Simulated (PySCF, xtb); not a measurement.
PbFI, SMILES [F][Pb][I] (connectivity only; charge and spin as stated), neutral, multiplicity 1.

Harmonic wavenumbers (cm⁻¹) from GFN2-xTB (xtb 6.7.1) at its own minimum, in rising order: 97, 198, 361.

**Question.** What does B3LYP-D3(BJ)/def2-TZVP run with PySCF give at its own minimum? (The exact figures need the calculation; the answer reports its results.)

**Answer.** 103, 163, 515. Paired by order, the mean absolute difference is 65 cm⁻¹ and the zero-point energies are 0.9 and 1.1 kcal/mol.
